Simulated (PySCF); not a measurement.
# Germanium: a sound run and one with changed settings

Sound run: Ge²⁺ [Ar] 3d10 4s2, Ge³⁺ [Ar] 3d10 4s1. All numbers are calculated (PySCF 2.14, the non-relativistic Hamiltonian (point nucleus), in pcseg-2 (6s5p3d1f, 43 functions)). In the sound run the correlated levels freeze [Ar] 3d10. The sound run starts from symmetry-adapted Hartree-Fock orbitals and uses a fine grid where one is needed.

A second run was set up differently.

| species | method | sound run (hartree) | changed run (hartree) | converged |
| --- | --- | --- | --- | --- |
| Ge²⁺ | MP2 | -2074.52661 | -2074.63566 | yes |
| Ge³⁺ | MP2 | n/a | -2073.42744 | yes |

Ionisation energy of Ge²⁺:

```
 method  sound run (eV)  changed run (eV)
    UHF          31.692            31.692
    MP2          32.472            32.877
SCS-MP2          32.628            32.968
```

(1) What was changed?
A. all electrons correlated in a valence basis
B. too few SCF iterations
C. a valence shell is frozen
D. minimal basis

## Answers

(1) A. A valence basis has no tight correlating functions, so it recovers only part of the core correlation, and not evenly between atom and ion.
